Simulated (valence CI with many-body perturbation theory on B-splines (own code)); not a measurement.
# Dy51+: electric-dipole lines

Computed by valence CI with perturbative core correlation (CI+MBPT): five valence electrons over a frozen Dirac-Fock core [Ne], radial functions for each j: 9 s, 9 p, 8 d, 6 f, 3 g, 1 h, with the one-electron correlation potential Σ1 (screened to all orders), the two-electron term Σ2, the three-electron term Σ3, Breit, model QED; selected single and double excitations, second order for the rest (own B-spline code, finite nucleus).

The last digits are not significant, and no measured levels were compared; by estimate large intervals hold to a few tenths of a per cent, small ones and those within an open d or f shell to about a per cent. Among the levels kept, up to 610 cm⁻¹ of a level comes from second order outside the variational space, and about a tenth of that is noise between levels of different J, which matters for small intervals.

Lines 101 to 150 of 209 in falling wavelength, among levels below 650.22 eV, chosen from the strongest by gf and those to the six lowest levels. Wavelengths and rates use the calculated energies. Electric multipoles are in the length gauge, E1 and E2 with the static RPA response of the core. Weak lines are less certain than strong ones. Lines between different terms over intervals too small for the method are left out, as are lines whose strength nearly cancels. The highest levels of a list are the least certain.

Levels are named by their leading jj configuration (3d3/2^4 stands for four electrons in 3d with j = 3/2), which in mixed levels can hold well under half, so a name can repeat and another be missing. Letters in brackets count levels of one name in rising energy.

| λ vac (Å) | Upper | Lower | A (s⁻¹) | S (a.u.) with core polarisation | S without |
| --- | --- | --- | --- | --- | --- |
| 53.99 | (3s^2 3p1/2 3p3/2 3d3/2) J=3/2 [b] | (3s^2 3p1/2 3p3/2^2) J=5/2 | 6.80e+08 | 2.11e-04 | 2.17e-04 |
| 53.38 | (3s^2 3p1/2 3p3/2 3d3/2) J=5/2 [b] | (3s^2 3p1/2 3p3/2^2) J=3/2 | 1.60e+09 | 7.18e-04 | 7.30e-04 |
| 53.08 | (3s^2 3p1/2 3p3/2 3d5/2) J=7/2 [a] | (3s^2 3p1/2 3p3/2^2) J=5/2 | 6.09e+08 | 3.59e-04 | 3.64e-04 |
| 52.27 | (3s 3p1/2^2 3p3/2 3d5/2) J=5/2 [b] | (3s^2 3p1/2 3p3/2 3d3/2) J=3/2 [a] | 2.97e+09 | 1.26e-03 | 1.27e-03 |
| 52.22 | (3s 3p1/2^2 3p3/2 3d5/2) J=3/2 [a] | (3s 3p1/2^2 3p3/2^2) J=1/2 | 1.04e+10 | 2.93e-03 | 2.97e-03 |
| 52.09 | (3s 3p1/2^2 3p3/2 3d5/2) J=3/2 [a] | (3s 3p1/2^2 3p3/2^2) J=3/2 | 3.00e+10 | 8.38e-03 | 8.50e-03 |
| 51.65 | (3s^2 3p1/2 3p3/2 3d3/2) J=3/2 [b] | (3s^2 3p1/2 3p3/2^2) J=3/2 | 3.54e+07 | 9.63e-06 | 1.00e-05 |
| 51.63 | (3s^2 3p1/2 3p3/2 3d3/2) J=1/2 [b] | (3s^2 3p1/2 3p3/2^2) J=3/2 | 5.15e+09 | 6.99e-04 | 7.10e-04 |
| 51.13 | (3s^2 3p1/2 3p3/2 3d5/2) J=3/2 [a] | (3s^2 3p1/2 3p3/2^2) J=5/2 | 9.45e+09 | 2.49e-03 | 2.53e-03 |
| 50.43 | (3s^2 3p1/2 3d3/2^2) J=3/2 | (3s^2 3p1/2 3p3/2 3d3/2) J=1/2 [a] | 4.10e+09 | 1.04e-03 | 1.05e-03 |
| 50.37 | (3s^2 3p1/2 3p3/2 3d5/2) J=5/2 [a] | (3s^2 3p1/2 3p3/2^2) J=5/2 | 4.78e+10 | 1.81e-02 | 1.83e-02 |
| 49.95 | (3s^2 3p1/2 3d3/2 3d5/2) J=7/2 | (3s^2 3p1/2 3p3/2 3d3/2) J=7/2 | 2.72e+10 | 1.34e-02 | 1.36e-02 |
| 49.02 | (3s^2 3p1/2 3p3/2 3d5/2) J=3/2 [a] | (3s^2 3p1/2 3p3/2^2) J=3/2 | 7.37e+10 | 1.71e-02 | 1.74e-02 |
| 48.52 | (3s 3p1/2^2 3p3/2 3d5/2) J=5/2 [a] | (3s 3p1/2^2 3p3/2^2) J=5/2 | 8.84e+10 | 2.99e-02 | 3.03e-02 |
| 48.51 | (3s^2 3p1/2^2 3d5/2) J=5/2 | (3s^2 3p1/2^2 3p3/2) J=3/2 | 1.19e+11 | 4.04e-02 | 4.10e-02 |
| 48.32 | (3s^2 3p1/2 3p3/2 3d5/2) J=5/2 [a] | (3s^2 3p1/2 3p3/2^2) J=3/2 | 2.39e+10 | 8.00e-03 | 8.11e-03 |
| 48.02 | (3s 3p1/2^2 3p3/2 3d5/2) J=1/2 | (3s 3p1/2^2 3p3/2^2) J=1/2 | 1.78e+11 | 1.94e-02 | 1.97e-02 |
| 47.92 | (3s 3p1/2^2 3p3/2 3d5/2) J=1/2 | (3s 3p1/2^2 3p3/2^2) J=3/2 | 1.68e+10 | 1.82e-03 | 1.85e-03 |
| 47.91 | (3s^2 3p1/2 3d3/2 3d5/2) J=7/2 | (3s^2 3p1/2 3p3/2 3d3/2) J=5/2 [a] | 1.16e+11 | 5.02e-02 | 5.09e-02 |
| 47.66 | (3s^2 3p1/2 3p3/2 3d5/2) J=3/2 [b] | (3s^2 3p1/2 3p3/2^2) J=1/2 | 1.50e+11 | 3.21e-02 | 3.26e-02 |
| 47.08 | (3s^2 3p1/2 3p3/2 3d5/2) J=1/2 | (3s^2 3p1/2 3p3/2^2) J=1/2 | 2.38e+11 | 2.45e-02 | 2.49e-02 |
| 47.08 | (3s 3p1/2^2 3p3/2 3d5/2) J=7/2 [a] | (3s 3p1/2^2 3p3/2^2) J=5/2 | 1.65e+11 | 6.79e-02 | 6.89e-02 |
| 47.01 | (3s 3p1/2^2 3p3/2 3d5/2) J=5/2 [b] | (3s 3p1/2^2 3p3/2^2) J=3/2 | 2.62e+11 | 8.08e-02 | 8.19e-02 |
| 46.94 | (3s 3p1/2^2 3p3/2 3d5/2) J=3/2 [a] | (3s 3p1/2^2 3p3/2^2) J=5/2 | 2.84e+10 | 5.80e-03 | 5.89e-03 |
| 46.86 | (3s 3p1/2^2 3p3/2 3d5/2) J=3/2 [b] | (3s 3p1/2^2 3p3/2^2) J=1/2 | 1.15e+11 | 2.33e-02 | 2.36e-02 |
| 46.76 | (3s 3p1/2^2 3p3/2 3d5/2) J=3/2 [b] | (3s 3p1/2^2 3p3/2^2) J=3/2 | 2.21e+10 | 4.46e-03 | 4.52e-03 |
| 46.63 | (3s^2 3p1/2 3p3/2 3d5/2) J=7/2 [b] | (3s^2 3p1/2 3p3/2^2) J=5/2 | 2.84e+11 | 1.14e-01 | 1.15e-01 |
| 46.57 | (3s^2 3p1/2 3p3/2 3d5/2) J=5/2 [b] | (3s^2 3p1/2 3p3/2^2) J=5/2 | 6.66e+10 | 1.99e-02 | 2.02e-02 |
| 45.59 | (3s^2 3p1/2 3d3/2^2) J=3/2 | (3s 3p1/2^2 3p3/2^2) J=1/2 | 6.45e+09 | 1.21e-03 | 1.22e-03 |
| 45.36 | (3s^2 3p1/2 3p3/2 3d5/2) J=3/2 [b] | (3s^2 3p1/2 3p3/2^2) J=5/2 | 4.90e+10 | 9.03e-03 | 9.17e-03 |
| 44.81 | (3s^2 3p1/2 3p3/2 3d5/2) J=5/2 [b] | (3s^2 3p1/2 3p3/2^2) J=3/2 | 4.18e+11 | 1.11e-01 | 1.13e-01 |
| 44.65 | (3s 3p1/2^2 3p3/2 3d3/2) J=5/2 [a] | (3s^2 3p1/2^2 3d5/2) J=5/2 | 1.50e+08 | 3.94e-05 | 4.01e-05 |
| 44.57 | (3s 3p1/2^2 3p3/2 3d5/2) J=7/2 [b] | (3s 3p1/2^2 3p3/2^2) J=5/2 | 1.11e+11 | 3.89e-02 | 3.95e-02 |
| 44.34 | (3s 3p1/2^2 3p3/2 3d3/2) J=3/2 [a] | (3s^2 3p1/2^2 3d5/2) J=5/2 | 2.25e+08 | 3.87e-05 | 3.93e-05 |
| 43.69 | (3s^2 3p1/2 3p3/2 3d5/2) J=3/2 [b] | (3s^2 3p1/2 3p3/2^2) J=3/2 | 4.07e+08 | 6.70e-05 | 6.80e-05 |
| 43.35 | (3s 3p1/2^2 3p3/2 3d3/2) J=7/2 | (3s^2 3p1/2^2 3d5/2) J=5/2 | 7.18e+09 | 2.31e-03 | 2.35e-03 |
| 43.21 | (3s^2 3p1/2 3p3/2 3d5/2) J=1/2 | (3s^2 3p1/2 3p3/2^2) J=3/2 | 6.15e+10 | 4.90e-03 | 4.97e-03 |
| 42.77 | (3s 3p1/2^2 3p3/2 3d5/2) J=5/2 [b] | (3s 3p1/2^2 3p3/2^2) J=5/2 | 2.74e+10 | 6.35e-03 | 6.45e-03 |
| 42.56 | (3s 3p1/2^2 3p3/2 3d5/2) J=3/2 [b] | (3s 3p1/2^2 3p3/2^2) J=5/2 | 2.11e+10 | 3.22e-03 | 3.26e-03 |
| 41.05 | (3s 3p1/2^2 3p3/2 3d3/2) J=3/2 [b] | (3s^2 3p1/2^2 3d5/2) J=5/2 | 4.28e+09 | 5.84e-04 | 5.93e-04 |
| 40.12 | (3s^2 3p1/2 3d3/2 3d5/2) J=7/2 | (3s 3p1/2^2 3p3/2^2) J=5/2 | 7.19e+09 | 1.83e-03 | 1.86e-03 |
| 39.52 | (3s 3p1/2^2 3p3/2 3d3/2) J=5/2 [b] | (3s^2 3p1/2^2 3d5/2) J=5/2 | 4.35e+09 | 7.94e-04 | 8.07e-04 |
| 37.78 | (3s 3p1/2 3p3/2^3) J=3/2 [a] | (3s^2 3p1/2 3p3/2^2) J=1/2 | 1.61e+10 | 1.72e-03 | 1.74e-03 |
| 36.99 | (3s 3p1/2^2 3p3/2 3d3/2) J=5/2 [a] | (3s^2 3p1/2^2 3d3/2) J=3/2 | 1.56e+09 | 2.33e-04 | 2.37e-04 |
| 36.77 | (3s 3p1/2^2 3p3/2 3d3/2) J=3/2 [a] | (3s^2 3p1/2^2 3d3/2) J=3/2 | 1.52e+10 | 1.49e-03 | 1.52e-03 |
| 36.60 | (3s 3p1/2^2 3p3/2 3d3/2) J=1/2 [a] | (3s^2 3p1/2^2 3d3/2) J=3/2 | 1.51e+09 | 7.30e-05 | 7.42e-05 |
| 36.46 | (3s 3p1/2^2 3p3/2 3d5/2) J=5/2 [a] | (3s^2 3p1/2^2 3d5/2) J=5/2 | 9.04e+10 | 1.30e-02 | 1.32e-02 |
| 36.46 | (3s 3p1/2^2 3p3/2^2) J=5/2 | (3s^2 3p1/2^2 3p3/2) J=3/2 | 1.49e+11 | 2.14e-02 | 2.18e-02 |
| 36.32 | (3s 3p1/2 3p3/2^3) J=3/2 [a] | (3s^2 3p1/2 3p3/2^2) J=5/2 | 2.42e+10 | 2.29e-03 | 2.33e-03 |
| 36.04 | (3s^2 3p1/2 3d3/2^2) J=5/2 | (3s^2 3p1/2^2 3d5/2) J=5/2 | 8.10e+06 | 1.12e-06 | 1.14e-06 |
